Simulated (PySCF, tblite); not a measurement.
Breaking a bond: HF (cation, charge +1), doublet.

Methods: GFN2-xTB, 300 K electronic temperature (tblite); UCCSD(T) = PySCF with CCSD(T) on UHF/cc-pVDZ, 1 core orbital frozen.

Energies relative to the lowest point of each curve near equilibrium, in eV; the last columns give the difference from UCCSD(T):

| R / Å | GFN2-xTB | UCCSD(T) | GFN2-xTB − UCCSD(T) |
|---|---|---|---|
| 0.76 | 2.079 | 2.039 | 0.040 |
| 0.81 | 1.141 | 1.117 | 0.023 |
| 0.85 | 0.665 | 0.633 | 0.032 |
| 0.90 | 0.300 | 0.257 | 0.043 |
| 0.95 | 0.105 | 0.064 | 0.040 |
| 0.98 | 0.043 | 0.013 | 0.029 |
| 1.01 | 0.010 | 0.000 | 0.010 |
| 1.03 | 0.000 | 0.008 | -0.008 |
| 1.08 | 0.008 | 0.075 | -0.067 |
| 1.12 | 0.037 | 0.165 | -0.128 |
| 1.17 | 0.091 | 0.309 | -0.219 |
| 1.24 | 0.186 | 0.547 | -0.361 |
| 1.37 | 0.401 | 1.034 | -0.633 |
| 1.51 | 0.656 | 1.549 | -0.893 |
| 1.66 | 0.921 | 2.043 | -1.122 |
| 1.83 | 1.185 | 2.511 | -1.326 |
| 2.00 | 1.397 | 2.879 | -1.481 |
| 2.22 | 1.599 | 3.221 | -1.623 |
| 2.46 | 1.740 | 3.460 | -1.720 |
| 2.72 | — | 3.609 | — |
| 3.01 | — | 3.695 | — |
| 3.55 | — | 3.757 | — |
| 4.04 | — | 3.777 | — |

GFN2-xTB is furthest from UCCSD(T) at 2.46 (-1.720 eV, below); its mean absolute difference over the points is 0.516 eV.

Dashes: no converged value, or the column stops at the first point that the program doubted or that broke a chosen test of continuity, which isn't proof of a fault.
